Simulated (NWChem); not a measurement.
Molecule: C3H4ClFSi; SMILES FC(=C=C[SiH3])Cl

```xyz
10

F     -1.5863    -1.6559     0.2827
C     -0.4138    -1.1123    -0.0773
Cl     0.9092    -2.2368     0.0673
C     -0.2836     0.1167    -0.4950
C     -0.1341     1.3602    -0.8767
Si     0.2106     2.7707     0.3292
H     -0.2164     1.5937    -1.9429
H     -0.8908     3.7680     0.2581
H      0.3134     2.2261     1.7046
H      1.4797     3.4491    -0.0474
```
Atoms are numbered in this order, from 1.

All runs use the structure optimised with B3LYP/6-31G* (spherical d). B3LYP is NWChem's, with the RPA form of VWN correlation.

Problem. Give the principal values of the shielding tensors (ppm) of F1, C2, Cl3, C4, C5 from B3LYP/6-31G* (spherical d), GIAO (NWChem), with their diamagnetic and paramagnetic parts as GIAO splits them.

Solution. 
```tsv
atom	σ11	σ22	σ33	isotropic	diamagnetic	paramagnetic
F1	244.3	273.5	378.8	298.9	476.3	-177.4
C2	14.4	50.6	81.8	48.9	264.6	-215.6
Cl3	446.0	720.5	950.1	705.5	1146.0	-440.5
C4	-38.2	-17.7	24.6	-10.4	240.6	-251.0
C5	23.4	76.7	183.4	94.5	270.6	-176.1
```
